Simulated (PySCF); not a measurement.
Cd(Br)(OH), SMILES [OH][Cd][Br], singlet, PBE0/def2-SVP optimised geometry. Atoms within 1.6 Å of the plane z = 0.0 Å (x, y, z in Å): Cd1 (0.04, 0.38, 0.00), Br2 (-2.36, 0.52, 0.00), O3 (2.01, 0.38, 0.00), H4 (2.36, -0.52, 0.00).

Calculation: PBE0/def2-TZVP, def2 effective core potentials past Kr run with PySCF. The core electrons that the potentials of Cd replace are not part of the density. Cells within 0.4 Å of a nucleus heavier than hydrogen are left out (blank, or x).

Map of the electrostatic potential (hartree/e), clipped to [-0.08, 0.12] on the plane z = 0.0 Å:

```
|3333333333344444444443333333333|
|3333333333344444444443333333333|
|3333333333344444444443333333333|
|3333333333344444444443333333333|
|3333333333344444444443333333333|
|3333333333344555554443333333333|
|3333333333344556655443322222333|
|3333333333445667765543222222233|
|3333333444456789986543211122223|
|3333457876568999998642100111222|
|3345799999989999999742100001222|
|3347999999999999999978730001222|
|3459999x99999999999999994001222|
|346999xxx999999xx9999xx99211223|
|3459999xx99999xxx9999xx99522233|
|345899999999999x999999x99743333|
|3345999999999999999999999964433|
|3334589999899999999999999975444|
|3333345555579999999889999975444|
|3333333334457999998789999975544|
|3333333333456788887777898765544|
|3333333334455667776666776655544|
|3333333334445566666666666555444|
|3333333334445555555555555555444|
|3333333344444555555555555554444|
|3333333444444455555555555544444|
|3333333444444444555555554444444|
|3333334444444444444444444444444|
|3333344444444444444444444444444|
|3333444444444444444444444444444|
|3334444444444444444444444444444|
```
Scale: ten equal steps from -0.080 (start of '0') to 0.120 (end of '9'), in the order '0123456789'; x runs from -4.50 to 4.50, y from -4.50 (bottom) to 4.50 (top).
